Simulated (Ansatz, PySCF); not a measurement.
Bond stretch in NaBr, singlet.

Levels of theory: UCCSDT(Q) = CCSDT(Q) on UHF/cc-pVDZ, cores with 3d frozen in Ansatz (a quantum-chemistry and plane-wave program); UCCSDT = CCSDT on UHF/cc-pVDZ, cores with 3d frozen run with Ansatz; UKS-BP86/6-31G* = unrestricted BP86/6-31G*, spherical d in PySCF.

Total energies in hartree (comparable only within one method and basis):

```json
[
 {"R / Å": "2.02", "UCCSDT(Q)": "-2734.39772", "UCCSDT": "-2734.39746", "UKS-BP86/6-31G*": "-2736.43103"},
 {"R / Å": "2.13", "UCCSDT(Q)": "-2734.42490", "UCCSDT": "-2734.42463", "UKS-BP86/6-31G*": "-2736.45495"},
 {"R / Å": "2.25", "UCCSDT(Q)": "-2734.44262", "UCCSDT": "-2734.44236", "UKS-BP86/6-31G*": "-2736.47027"},
 {"R / Å": "2.39", "UCCSDT(Q)": "-2734.45292", "UCCSDT": "-2734.45265", "UKS-BP86/6-31G*": "-2736.47891"},
 {"R / Å": "2.47", "UCCSDT(Q)": "-2734.45543", "UCCSDT": "-2734.45516", "UKS-BP86/6-31G*": "-2736.48082"},
 {"R / Å": "2.51", "UCCSDT(Q)": "-2734.45601", "UCCSDT": "-2734.45574", "UKS-BP86/6-31G*": "-2736.48117"},
 {"R / Å": "2.59", "UCCSDT(Q)": "-2734.45610", "UCCSDT": "-2734.45583", "UKS-BP86/6-31G*": "-2736.48089"},
 {"R / Å": "2.66", "UCCSDT(Q)": "-2734.45523", "UCCSDT": "-2734.45496", "UKS-BP86/6-31G*": "-2736.47979"},
 {"R / Å": "2.77", "UCCSDT(Q)": "-2734.45253", "UCCSDT": "-2734.45225", "UKS-BP86/6-31G*": "-2736.47688"},
 {"R / Å": "2.92", "UCCSDT(Q)": "-2734.44704", "UCCSDT": "-2734.44676", "UKS-BP86/6-31G*": "-2736.47139"},
 {"R / Å": "3.05", "UCCSDT(Q)": "-2734.44124", "UCCSDT": "-2734.44095", "UKS-BP86/6-31G*": "-2736.46583"},
 {"R / Å": "3.34", "UCCSDT(Q)": "-2734.42673", "UCCSDT": "-2734.42643", "UKS-BP86/6-31G*": "-2736.45254"},
 {"R / Å": "3.73", "UCCSDT(Q)": "-2734.40701", "UCCSDT": "-2734.40670", "UKS-BP86/6-31G*": "-2736.43550"},
 {"R / Å": "4.07", "UCCSDT(Q)": "-2734.39124", "UCCSDT": "-2734.39093", "UKS-BP86/6-31G*": "-2736.42274"},
 {"R / Å": "4.59", "UCCSDT(Q)": "-2734.37066", "UCCSDT": "-2734.37034", "UKS-BP86/6-31G*": "-2736.40777"},
 {"R / Å": "5.01", "UCCSDT(Q)": "-2734.35718", "UCCSDT": "-2734.35685", "UKS-BP86/6-31G*": "-2736.39985"},
 {"R / Å": "5.50", "UCCSDT(Q)": "—", "UCCSDT": "—", "UKS-BP86/6-31G*": "-2736.39366"},
 {"R / Å": "6.13", "UCCSDT(Q)": "—", "UCCSDT": "—", "UKS-BP86/6-31G*": "-2736.38860"},
 {"R / Å": "6.89", "UCCSDT(Q)": "—", "UCCSDT": "—", "UKS-BP86/6-31G*": "-2736.38493"},
 {"R / Å": "7.50", "UCCSDT(Q)": "—", "UCCSDT": "—", "UKS-BP86/6-31G*": "-2736.38300"}
]
```

Dashes: no converged value, or the column stops at the first point that the program doubted or that broke a chosen test of continuity, which isn't proof of a fault.

The unrestricted determinant behind UCCSDT(Q), UCCSDT is spin-contaminated at 5.50 to 7.50 Å (<S²> up to 1.0, against 0.00 for a pure singlet). The unrestricted determinant behind UKS-BP86/6-31G* is spin-contaminated at 4.59 to 7.50 Å (<S²> up to 0.5, against 0.00 for a pure singlet).
